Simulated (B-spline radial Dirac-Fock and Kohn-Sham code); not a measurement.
## Kohn-Sham estimates against Dirac-Fock for the levels of Tc⁵⁺

System: Tc⁵⁺ in the configuration [Kr] 4d2.

The density-functional columns are spherical, spin-unpolarised Dirac-Kohn-Sham results without Breit or QED terms: −ε is minus the orbital energy of the initial state and ΔSCF the difference of two total energies. The reference in the last column comes from relaxed Dirac-Fock hole states (ΔSCF) with Breit and QED corrections and a finite nucleus. All numbers are from a radial atomic solver, in eV; a selection of levels is shown. The Kohn-Sham columns are given as differences from the reference. For the 1s level of heavy atoms much of the gap between ΔSCF and the reference is the Breit and QED part, -58.7 eV here; for other levels the error of the functional can be larger.

```
level  LDA −ε − DF  LDA ΔSCF − DF  PBE −ε − DF  PBE ΔSCF − DF  Dirac-Fock
    K       -231.9          +51.8       -203.7          +80.9     21127.1
   L1        -94.3          -42.3        -91.0          -39.3      3132.6
   L2        -69.8           -6.3        -68.7           -5.4      2878.6
   L3        -71.4          -10.5        -70.5           -9.8      2762.1
   M1        -47.5          -27.2        -46.4          -26.1       630.2
   M2        -37.7          -17.1        -37.3          -16.8       532.1
   M3        -37.4          -17.3        -37.1          -17.0       512.1
   M4        -21.1           +0.2        -21.4           -0.2       339.0
   M5        -21.2           -0.1        -21.6           -0.5       335.4
   N1        -15.1           -5.2        -15.1           -5.2       150.9
   N2         -9.1           +0.4         -9.2           +0.2       118.2
   N3         -9.1           +0.2         -9.2           +0.1       115.0
 N4,5         -6.6           +1.3         -6.8           +1.1       71.01
```

Values without a named source are computed, but for edge energies of neutral atoms, which are taken from tables.
